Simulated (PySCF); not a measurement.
# Frontier levels across methods

C4H3FOSi.
Numbering: `[CH:1]#[C:2][SiH2:3][C:4]([F:5])=[C:6]=[O:7]` (hydrogens: H8 on C1; H9, H10 on Si3)

Geometry (PBE0-D3(BJ)/def2-SVP, Å), atoms numbered from 1 in this order:
```xyz
10
C4H3FOSi angstrom
C      2.6159   -0.8440    0.5471
C      1.4595   -0.8061    0.1711
Si    -0.2872   -0.7347   -0.3708
C     -1.1531    0.7321    0.3870
F     -1.3061    0.8221    1.7277
C     -1.6049    1.7066   -0.3977
O     -1.9754    2.5046   -1.1545
H      3.6384   -0.8756    0.8802
H     -0.3689   -0.5324   -1.8458
H     -0.9665   -1.9970    0.0346
```

Basis pcSseg-1 throughout (PySCF), one geometry. Isolated species at its PBE0-D3(BJ)/def2-SVP geometry (one conformer only).

Task: How do the orbital energies, the gap and the dipole change with the method?

Result: 
| method | kind | HOMO (eV) | LUMO (eV) | gap (eV) | μ (D) | SCF cycles |
| --- | --- | --- | --- | --- | --- | --- |
| BLYP | GGA | -5.64 | -3.16 | 2.47 | 1.33 | 17 |
| B97-D | GGA | -5.78 | -3.24 | 2.54 | 1.38 | 18 |
| KT3 | GGA | -5.84 | -3.27 | 2.57 | 1.33 | 18 |
| LDA | LDA | -5.99 | -3.64 | 2.35 | 1.44 | 16 |
| B3LYP | global hybrid | -6.87 | -2.50 | 4.37 | 1.46 | 16 |
| wB97X-D | range-separated hybrid | -8.97 | -0.44 | 8.53 | 1.51 | 16 |
| LC-wPBE | range-separated hybrid | -9.70 | 0.16 | 9.86 | 1.45 | 16 |
| HF | Hartree–Fock | -10.09 | 1.97 | 12.06 | 1.78 | 13 |

The HOMO spans 4.45 eV, from BLYP down to HF, and the gap runs from 2.35 eV (LDA) to 12.06 eV (HF). Over the methods BLYP (0 %), B97-D (0 %), KT3 (0 %), LDA (0 %), B3LYP (20 %), HF (100 %), a straight line through the gap against the share of exact exchange rises by 0.96 eV for each 10 % (correlation coefficient 1.000). The dipole ranges from 1.33 D (KT3) to 1.78 D (HF). This basis has no diffuse functions.
